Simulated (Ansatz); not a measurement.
Breaking the Cd1–H2 bond in CdH2 (SMILES [CdH2]) (multiplicity 1 held, fragments rigid). Energies count from the point at 1.681 Å.
Geometry at that point (charge 0, multiplicity 1):
```xyz
3

Cd     0.0000     0.0000     0.0000
H      0.0000     0.0000     1.6812
H      0.0000     0.0000    -1.6812
```

Signs of static correlation in def2-TZVPP, with CASSCF(2,2), from Ansatz (an electronic-structure program) runs.

| R (Å) | T1 of restricted CCSD | ⟨S²⟩ of UHF | largest double amplitude of restricted CCSD | weight of the CASSCF reference in MRCISD | CASSCF natural occupations |
|---|---|---|---|---|---|
| 1.345 | 0.013 | 0.000 | 0.039 | 0.925 | 1.98 0.02 |
| 1.513 | 0.014 | 0.000 | 0.041 | 0.926 | 1.98 0.02 |
| 1.681 | 0.015 | 0.000 | 0.054 | 0.926 | 1.97 0.03 |
| 1.849 | 0.016 | 0.000 | 0.069 | 0.927 | 1.96 0.04 |
| 2.017 | 0.018 | 0.000 | 0.088 | 0.927 | 1.95 0.05 |
| 2.270 | 0.021 | 0.000 | 0.126 | 0.927 | 1.92 0.08 |
| 2.522 | 0.026 | ? | 0.174 | 0.928 | 1.88 0.12 |
| 2.942 | 0.039 | 0.745 | ? | 0.928 | 1.77 0.23 |
| 3.362 | 0.057 | 0.911 | 0.417 | 0.928 | 1.61 0.39 |
| 3.867 | 0.083 | 0.983 | 0.611 | 0.928 | 1.40 0.60 |
| 4.539 | 0.109 | 1.010 | 0.839 | 0.928 | 1.19 0.81 |
| 5.380 | 0.122 | 1.016 | 0.995 | 0.928 | 1.07 0.93 |

Task: Some entries are withheld; supply them.

Result: 
- 2.522, ⟨S²⟩ of UHF: 0.322
- 2.942, largest double amplitude of restricted CCSD: 0.279

Doubts at one or more of the structures used: a restricted determinant that unrestricted orbitals would lower (R-CCSD(T)/def2-TZVPP); T1 above 0.05 (R-CCSD(T)/def2-TZVPP, U-CCSD(T)/def2-TZVPP); other coupled-cluster roots lie near (R-CCSD(T)/def2-TZVPP); a spin-contaminated determinant (U-CCSD(T)/def2-TZVPP).
